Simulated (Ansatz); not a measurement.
## Relaxing a trial structure of F2H6Si3

The starting geometry of this gas-phase singlet was optimised with GFN2-xTB; its bonds are those of `F[Si](F)([SiH3])[SiH3]`.

```xyz
11

F    -1.8366    0.4352   -2.6569
F     0.1576   -0.6970   -1.8811
Si   -1.1270    0.0616   -1.2492
Si   -0.3554    2.0443   -0.3408
Si   -2.4377   -1.5585   -0.2451
H     0.4653    1.7617    0.8418
H    -1.4907    2.8618    0.1013
H     0.4510    2.8674   -1.2462
H    -3.6947   -0.9606    0.2179
H    -2.7829   -2.6936   -1.1054
H    -1.7482   -2.0947    0.9334
```

Q: Where would you expect an optimisation with B3LYP-D3(BJ)/def2-SVP to take it?

A: It keeps its bonds, and is `F[Si](F)([SiH3])[SiH3]`.

The energy falls by 0.24 eV over 7 steps:

| step | E − E(last) (eV) |
| --- | --- |
| 1 | 0.244 |
| 2 | 0.092 |
| 3 | 0.003 |
| 4 | 0.001 |
| 5 | 0.000 |
| 6 | 0.000 |
| 7 | 0.000 |

Final geometry (Å):

```xyz
11

F    -1.9021    0.4709   -2.7613
F     0.2504   -0.7530   -1.9388
Si   -1.0825    0.0318   -1.4212
Si   -0.4005    1.9846   -0.3020
Si   -2.4090   -1.4871   -0.2110
H     0.3934    1.6016    0.9018
H    -1.6106    2.7400    0.1354
H     0.4281    2.8387   -1.1999
H    -3.6539   -0.7955    0.2342
H    -2.7619   -2.6621   -1.0579
H    -1.6509   -1.9423    0.9908
```

Frequencies at the end are all real (lowest 83 cm⁻¹). Run with Ansatz 0.2.0, 23 s on 2 threads of AMD EPYC 7R43 64-Core Processor (Zen 3) (shared host).
